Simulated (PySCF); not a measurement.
Computed shifts of a molecule C₂H₄ClNOSi, B3LYP/pcSseg-1 in PySCF, GIAO, gas phase, atoms alike by connectivity averaged where their shifts nearly agree, in ppm (number of nuclei): ²⁹Si: -7.9 (1). ¹³C: 201.0 (1), 75.6 (1). ¹⁵N: 510.1 (1). ¹H: 8.74 (1), 4.71 (1), 4.55 (1), 3.08 (1). References: ¹⁷O against H2O (σ = 333.8 ppm); ²⁹Si against TMS (σ = 338.7 ppm); ³⁵Cl against HCl (σ = 933.3 ppm); ¹³C against TMS (σ = 181.3 ppm); ¹⁵N against NH3 (σ = 265.5 ppm); ¹H against TMS (σ = 31.68 ppm), references at their B3LYP-D3(BJ)/def2-TZVP geometries, non-relativistic (without spin–orbit terms, shifts of atoms bonded to Cl or Br come out too high). Coordinates come from a B3LYP-D3(BJ)/def2-SVP optimisation. One conformer was computed; it need not be the lowest.

Task: Identify the compound among the candidates.
A) Cl[SiH2][C@H]1N=CO1
B) N[Si@]1(Cl)C=CO1
C) C[Si@H](Cl)N=C=O
D) O[Si@@]1(Cl)C=NC1

Result: D, O[Si@@]1(Cl)C=NC1
